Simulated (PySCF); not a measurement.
Isomers of C5H3OP. Level of theory: TDDFT B3LYP/def2-SVPD, vertical, gas phase, core orbitals frozen in the response (PySCF). Geometries: GFN2-xTB; one conformer of each isolated species. Triplets are in the Tamm–Dancoff approximation.

A. `o1c(ccc1)C#P`
B. `P#Cc1ccoc1`
C. `C#Cc1cpco1`

Lowest singlet levels (six at most, fewer where fewer were computed) with oscillator strengths:

1. 325 nm (f 0.000); 298 nm (f 0.105); 291 nm (f 0.000); 255 nm (f 0.015); 239 nm (f 0.000); 220 nm (f 0.049); T1 2.69 eV
2. 367 nm (f 0.000); 316 nm (f 0.253); 290 nm (f 0.000); 229 nm (f 0.237); 219 nm (f 0.300); 218 nm (f 0.000); T1 2.38 eV
3. 257 nm (f 0.239); 245 nm (f 0.033); 232 nm (f 0.001); 227 nm (f 0.000); 211 nm (f 0.004); 207 nm (f 0.227); T1 3.07 eV

Question: Match each spectrum to its molecule.

Answer: 1 = B, 2 = A, 3 = C.
- A: S1 at 3.38 eV, HOMO→LUMO+1 (97%); Löwdin shares by element: HOMO carbon 48% or more, phosphorus 28% (atoms not listed hold the other 24%); LUMO carbon 45% or more, phosphorus 34% (atoms not listed hold the other 21%); HOMO -6.19 and LUMO -2.04 eV; point group Cs, 3 of its 6 listed states under f = 0.0005.
- B: S1 at 3.81 eV, HOMO→LUMO+1 (90%); Löwdin shares by element: HOMO carbon 53% or more, phosphorus 27% (atoms not listed hold the other 21%); LUMO carbon 41% or more, phosphorus 38%, oxygen 8%; HOMO -6.43 and LUMO -1.80 eV; point group Cs, 3 of its 6 listed states under f = 0.0005.
- C: S1 at 4.82 eV, HOMO→LUMO (94%); Löwdin shares by element: HOMO carbon 54% or more, phosphorus 16% (atoms not listed hold the other 29%); LUMO carbon 34% or more, phosphorus 16%, oxygen 16% (atoms not listed hold the other 34%); HOMO -6.59 and LUMO -1.56 eV; point group Cs, 1 of its 6 listed states under f = 0.0005.
